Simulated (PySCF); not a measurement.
An unknown is described by computed data only.

Formula: C2H6OSi.

| Property | Result |
| --- | --- |
| UV, strongest line | among the 10 lowest singlet transitions: S6 at 7.16 eV (173 nm, f = 0.144) [TDDFT B3LYP/def2-SVPD] |
| Polarisability | 57.1 au [B3LYP/def2-SVPD] |
| 13C NMR | chemical shifts (computed TMS as zero) by class: 244.0 (1 C), -11.8 (1 C) ppm [GIAO PBE0/pcSseg-1] |
| 1H NMR | chemical shifts (computed TMS as zero) by class: 12.12 (1 H), 4.30 (2 H), 0.26 (3 H) ppm [GIAO PBE0/pcSseg-1] |
| NMR, other nuclei | isotropic shieldings of nuclei other than C and H, by class: -612 (1 O), 405 (1 Si) ppm [GIAO PBE0/pcSseg-1] |
| Rotational structure | rotational constants A, B, C: 9.833, 4.058, 3.029 GHz [PBE0-D3(BJ)/def2-SVP] |
| Valence photoelectron | vertical ionisation energy: 9.40 eV [ΔSCF B3LYP/def2-SVPD] |

Gas-phase values; electronic properties from PySCF, density fitting. Levels stand in brackets. One conformer (not necessarily the lowest) at the PBE0-D3(BJ)/def2-SVP geometry, without solvent, vibrations or thermal averaging. NMR classes are plain means over equivalent atoms (diastereotopic ones count apart unless rotation or inversion swaps them), as if these changed places fast.

**Question.** Propose a structure and show how it fits.

**Answer.** Numbering: `[CH3:1][SiH2:2][CH:3]=[O:4]`. Its formula, C2H6OSi, gives 1 degree of unsaturation: 0 rings and 1 π bond in the structure found. 2 carbons fall into 2 classes; from least to most shielded: carbonyl carbon [C3] (244.0 ppm), Si-methyl carbon [C1] (-11.8 ppm). Hydrogen classes from least to most shielded: 1 H on a carbonyl carbon, C3 (12.12 ppm), 2 H on an SiH2 silicon, Si2 (4.30 ppm), 3 H on an Si-methyl carbon, C1 (0.26 ppm). The other shieldings belong to: -612 ppm, carbonyl oxygen [O4]; 405 ppm, SiH2 silicon [Si2]. The first electron is taken from the HOMO, whose largest Löwdin shares are 0.51 on the carbonyl oxygen, 0.21 on the carbonyl carbon, 0.12 on the SiH2 silicon and 0.10 on the formyl hydrogen. The optimised geometry has point group Cs and is an asymmetric top. Structure: `C[SiH2]C=O`. Computed isomers that give other values at the same levels: `C=C[SiH2]O` (rotational constant A: 10.796 GHz; this holds for the one conformer computed); `C=CO[SiH3]` (rotational constant A: 15.267 GHz; this holds for the one conformer computed); `O[SiH]1CC1` (rotational constant A: 13.145 GHz; this holds for the one conformer computed). The assignments are read from this structure; whether some other isomer fits the data as well wasn't checked.

The values belong to the conformer `[CH3:1][SiH2:2][CH:3]=[O:4]`: C1–Si2–C3–O4 -1°.
